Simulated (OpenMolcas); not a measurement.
# F2+: effect of the level shift or regulariser

```
Program             : OpenMolcas
Basis               : ANO-R2 [4s4p2d1f]
Scalar Hamiltonian  : X2C, finite nucleus
Active space        : 5 electrons in 4 orbitals (2s 2p)
State averaging     : 2S+1 = 4 odd, 1 root; 2S+1 = 2 odd, 8 roots; 2S+1 = 4 even, 3 roots; 2S+1 = 2 even, 9 roots
Spin-orbit coupling : RASSI with atomic mean-field integrals over the reference wave functions, term energies averaged over their components
```

Methods on the same reference wave functions:
A. CASSCF
B. SS-CASPT2, IPEA 0.25 Eh, imaginary shift 0.1 Eh (closed shells correlated: 1s)
C. SS-CASPT2, IPEA 0.25 Eh, real shift 0.2 Eh (closed shells correlated: 1s)

Energies in cm⁻¹ above 2s² 2p³ ⁴S°_3/2, the measured ground level; measured values from Moore, Atomic Energy Levels, vol. I, NSRDS-NBS 35 (1971 reprint of NBS Circular 467, 1949).

```json
{"Level": "2s² 2p³ ⁴S°_3/2", "A": "0.0", "B": "0.0", "C": "0.0", "Measured": "0.0"}
{"Level": "2s² 2p³ ²D°_3/2", "A": "37868", "B": "34970", "C": "34970", "Measured": ""}
{"Level": "2s² 2p³ ²D°_5/2", "A": "37880", "B": "34980", "C": "34980", "Measured": ""}
{"Level": "2s² 2p³ ²P°_3/2", "A": "51984", "B": "52250", "C": "52250", "Measured": ""}
{"Level": "2s² 2p³ ²P°_1/2", "A": "51985", "B": "52250", "C": "52250", "Measured": ""}
{"Level": "2s 2p⁴ ⁴P_5/2", "A": "153062", "B": "152370", "C": "152390", "Measured": "151898"}
{"Level": "2s 2p⁴ ⁴P_3/2", "A": "153364", "B": "152670", "C": "152690", "Measured": "152235"}
{"Level": "2s 2p⁴ ⁴P_1/2", "A": "153544", "B": "152850", "C": "152870", "Measured": "152410"}
{"Level": "2s 2p⁴ ²D_3/2", "A": "222873", "B": "212360", "C": "212400", "Measured": "210256"}
{"Level": "2s 2p⁴ ²D_5/2", "A": "222875", "B": "212360", "C": "212410", "Measured": "210240"}
{"Level": "2s 2p⁴ ²S_1/2", "A": "259730", "B": "251210", "C": "251240", "Measured": "248260"}
{"Level": "2s 2p⁴ ²P_3/2", "A": "286540", "B": "272050", "C": "272080", "Measured": "266559"}
{"Level": "2s 2p⁴ ²P_1/2", "A": "286904", "B": "272420", "C": "272440", "Measured": "266943"}
```

Deviations, from unrounded energies. A percentage is the sum of absolute deviations over the sum of measured energies, with the sign that they share, or ± where signs differ.

```
           Against measurement  Levels      A     B     C
mean absolute deviation (cm-1)       8  10000  2400  2500
      other configurations (%)       8   +4.8  +1.2  +1.2
```

B, C lie about equally close to measurement and A furthest from it. The largest miss of B in the table is 2s 2p⁴ ²P_3/2, by +5500 cm-1. The ranking rests on the paired levels alone, and a cruder setting can come out closer through cancelling errors.

Between B and C the level of the table that moves most is 2s 2p⁴ ²D_3/2, by 43 cm-1 (lowest in B, highest in C). Moves below CASPT2's spread within the term are not significant.

The mean deviations of B to C differ by less than CASPT2's widest spread within a term (150 cm-1), so their order carries little weight.

From A to B the spin-free energies of the other terms of 2s² 2p³ shown, above ⁴S°, scale by factors of 0.92 to 1.01.

The lowest spin-free term lies below A's lowest term by 0.125 hartree in B, 0.125 hartree in C.

Term energies are means over components that CASPT2 splits; among the terms shown or strongly mixed into the levels shown the widest spread is 150 cm-1 (2s 2p⁴ ²D, B). Computed and measured levels are paired by configuration, term and J; levels that our copy of the source lacks, or whose pairing is in doubt (as where it misses far off the trend of its configuration), stay unpaired and out of the deviations. Levels of configurations outside the active space are missing.

° marks odd parity.
